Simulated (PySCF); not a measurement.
# Ru⁺: excitation energy

Ru⁺ [Kr] 4d7 (4F) → Ru⁺ [Kr] 4d6 5p1 (high-spin determinant), as a difference of total energies. All numbers are calculated (PySCF 2.14, scalar relativity by spin-free X2C-1e, in x2c-QZVPPall (13s8p7d4f2g, 118 functions)). Correlated levels: valence: [Kr] frozen; valence and next inner shell: [Ar] 3d10 frozen. The calculations carry no spin-orbit coupling.

```tsv
method	excitation energy (cm⁻¹)
UHF	38315
LDA	47233
PBE	46382
PBE0	46110
r2SCAN	45441
PBEsol	46313
M06-L	50181
LC-wPBE	47484
MP2 (valence)	46519
SCS-MP2 (valence)	49768
MP2 (valence and next inner shell)	45960
SCS-MP2 (valence and next inner shell)	47726
```

A first-order spin-orbit estimate (lowest level to lowest level, LS coupling) adds 0.123 eV.

The basis was made for the ground configuration and has no added diffuse functions, so the excitation energy can come out too high.

The determinant of the upper state mixes LS terms, which raises its energy above the lowest term, most at the Hartree-Fock and MP2 levels.
